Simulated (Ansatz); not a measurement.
Basis-set extrapolation for `[SiH3]OC1=CS1` (PBE0-D4/def2-TZVP geometry, frozen core, the Gaussian-basis code of Ansatz). Multiplicity 1, RHF reference.

```tsv
	def2-TZVPP	def2-QZVPP
HF	-839.398686	-839.426378
MP2 correlation	-0.838112	-0.901666
CCSD(T) correlation	-0.915431	not run
```

Energies in hartree. Use E(X) = E(∞) + A·exp(−7.88·√X) for Hartree–Fock and E(X) = E(∞) + B·X^(−2.97) for correlation, with X = 3 and 4, and add CCSD(T) minus MP2 of the smaller set to the MP2 limit.

Task: What is the CCSD(T) energy at the basis-set limit?

Result: HF limit: -839.426378 + (-0.027692) × 0.13774 = -839.43019. MP2 limit: -0.901666 + (-0.063554) × 0.74074 = -0.94874. Higher-order term: -0.915431 − (-0.838112) = -0.07732. Total: -840.45625 hartree, 373.2 kJ/mol below CCSD(T)/def2-TZVPP.
